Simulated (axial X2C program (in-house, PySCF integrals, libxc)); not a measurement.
# ClInCl⁺: properties at the nuclei

Calculated with an in-house all-electron X2C program for linear molecules (integrals from PySCF): two-component X2C with atomic mean-field Coulomb and Gaunt terms, Gaussian nuclei, basis Cl dyall-av3z, In dyall-v3z with contracted cores.

Cl–In–Cl held linear, with bonds 2.216 and 2.216 Å (near the PBE0 minimum at charge 1 of the determinant lowest at the starting distance; the state shown can have its own minimum elsewhere, held linear; other orders of the atoms were not compared).

Input and command:
```json
{"zs": [17, 49, 17], "q": 1, "bas": ["dyall-av3z", "dyall-v3z", "dyall-av3z"], "r0": [2.41, 2.41], "symm": 1, "scan": ["PBE0", "HF", "TPSSh"], "levels": ["PBE0", "HF", "r2SCAN"], "nst": 2}
```
```bash
python solin.py task.json out
```

Keys: zs atomic numbers; q charge; bas basis sets; r0 starting distance in Å; symm equal bonds; scan levels of the two-bond scan; levels methods; nst determinants followed.

Determinant lowest in the PBE0 search, Ω = 0 (closed shell), highest spinor 91% Cl p, 9% In d:

```
 level  qzz Cl (a.u.)  qzz In (a.u.)
  PBE0           3.28          -5.55
    HF           3.02          -7.29
r2SCAN           3.18          -5.18
```

qzz is the electric field gradient, eQq0 = 234.96 MHz × Q/barn × qzz. The operators were transformed with the bare-nucleus X2C matrices; with these basis sets, hyperfine constants and field gradients can be off by tens of per cent, and where levels differ in sign neither size nor sign is settled.

Problem. With Q(35Cl) = -0.08112 barn, Q(115In) = 0.772 barn (Q from Pyykkö, Mol. Phys. 2018), turn the PBE0 values of the first state into constants in MHz.

Solution. eQq0(35Cl) = 234.96 × (-0.08112) × (3.28) = -62.5 MHz; eQq0(115In) = 234.96 × (0.772) × (-5.55) = -1010 MHz.

The molecule was held linear; bending was not examined, so a bent shape may lie lower.

Each state is one determinant with collinear spin. The search compared states at one distance, so a state with another bond length can lie lower.
